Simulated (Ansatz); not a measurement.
```yaml
crystal:
  periodic: [false, false, false]
  atoms:
    - {symbol: Cr, position_ang: [-0.017048, -0.005909, 0.050315]}
    - {symbol: F, position_ang: [0.747637, 1.563609, 0.465077]}
    - {symbol: F, position_ang: [-0.774782, -1.573235, -0.385021]}
    - {symbol: N, position_ang: [1.812423, -0.857327, 0.532303]}
    - {symbol: H, position_ang: [2.055146, -0.671361, 1.518471]}
    - {symbol: H, position_ang: [2.566971, -0.442064, -0.036965]}
    - {symbol: H, position_ang: [1.807491, -1.903225, 0.376816]}
    - {symbol: N, position_ang: [-1.843816, 0.847609, -0.441033]}
    - {symbol: H, position_ang: [-2.108312, 0.606460, -1.409423]}
    - {symbol: H, position_ang: [-1.817335, 1.900737, -0.350023]}
    - {symbol: H, position_ang: [-2.595564, 0.483063, 0.165633]}
    - {symbol: N, position_ang: [-1.139306, 3.584449, -0.018960]}
    - {symbol: H, position_ang: [-0.889922, 4.237909, -0.773478]}
    - {symbol: H, position_ang: [-0.266912, 3.082409, 0.240887]}
    - {symbol: H, position_ang: [-1.402379, 4.165885, 0.787891]}
    - {symbol: N, position_ang: [1.174601, -3.573095, -0.085122]}
    - {symbol: H, position_ang: [0.959407, -4.309737, 0.599119]}
    - {symbol: H, position_ang: [1.448989, -4.056437, -0.950053]}
    - {symbol: H, position_ang: [0.282710, -3.079739, -0.286432]}
basis:
  gaussian: {orbitals: def2-TZVP, initial_orbitals: start.molden}
hamiltonian: {xc: pbe}
correlation: {method: rpa}
scf: {omitted_lower_state_checks: [starts]}
```

The file start.molden holds the orbitals of an earlier run on this structure, at another level or in another basis.

```sh
$ ansatz run in.yaml --threads 2 --pin off --events-out ev --progress --plain --max-ram 32768MiB --backend cuda --devices 0, --max-vram 18GiB
```

Output, abridged:

```
Functional definition: PBE
2225 factors; integrals over basis functions are off by at most 1.6e-3 eV
mean field evaluation 1: about -39999.8712 eV, gradient 1.4e1 eV
mean field evaluation 2: about -40000.2746 eV, gradient 7.4e-1 eV
mean field evaluation 4: about -40000.2724 eV, gradient 5.2e-2 eV
mean field evaluation 8: about -40000.2726 eV, gradient 9.8e-7 eV
mean field -40000.27255081 eV, -1469.9829030836 hartree, gradient 2.7e-6 eV, S^2 0.000000; 0 other end points of the search recorded, 0 dependent functions left out; unrestricted orbitals would lower it
mean field evaluation 16: about -39925.0776 eV, gradient 2.2e0 eV
mean field evaluation 32: about -39926.2700 eV, gradient 1.4e-3 eV
11 core orbitals not correlated: weight in the atoms' cores, before any rotation towards them, 1.000 or more for the frozen orbitals, at most 0.000 for the correlated occupied ones
reference -39919.21165172 eV, -1467.0039699873 hartree; 30, 30 occupied and 262, 262 virtual orbitals, 2225 factors
Error: the energy between an occupied orbital and the lowest state that it is excited into in its spin channel is -0.1490 eV and must be positive: a state without a gap has no random-phase energy
```

**Question.** Can the result of this run be used?

**Answer.** No. The run stopped with an error. The reference has no gap: an occupied orbital lies above an empty one, and the correlation energy can't be formed.
